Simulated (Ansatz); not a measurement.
CH2F2SSi, SMILES `F[C@H]1S[Si@@H]1F`. Charge 0, multiplicity 1. The structure was optimised at the PBE0-D4/def2-TZVP level.

```xyz
7

F    -1.724    0.068   -1.024
C    -0.435    0.392   -0.725
S    -0.248    1.468    0.792
Si    0.466   -0.464    0.631
F     2.028   -0.728    0.527
H     0.052    0.832   -1.592
H    -0.140   -1.567    1.390
```

**Question.** What is the dipole moment at B3LYP/def2-TZVPP? (An estimate is asked.)

**Answer.** Computed: 0.91 D, with components (0.57, -0.70, 0.05) D in this frame, pointing from negative to positive charge.

**Question.** And with PBE, r2SCAN, ωB97M-V? (Estimate.)

**Answer.** The calculation gave: PBE 0.78 D, r2SCAN 0.89 D, ωB97M-V 0.96 D.

**Question.** Give the Mulliken charges with B3LYP, r2SCAN, ωB97M-V in def2-TZVPP. (Best estimate.)

**Answer.** Computed: 
| atom | B3LYP | r2SCAN | ωB97M-V |
| --- | --- | --- | --- |
| F1 | -0.21 | -0.20 | -0.20 |
| C2 | 0.07 | 0.09 | 0.00 |
| S3 | -0.19 | -0.20 | -0.15 |
| Si4 | 0.56 | 0.58 | 0.51 |
| F5 | -0.30 | -0.31 | -0.29 |
| H6 | 0.12 | 0.09 | 0.13 |
| H7 | -0.04 | -0.05 | 0.00 |

B3LYP here is the variant with VWN-RPA as its local correlation; programs differ in this.
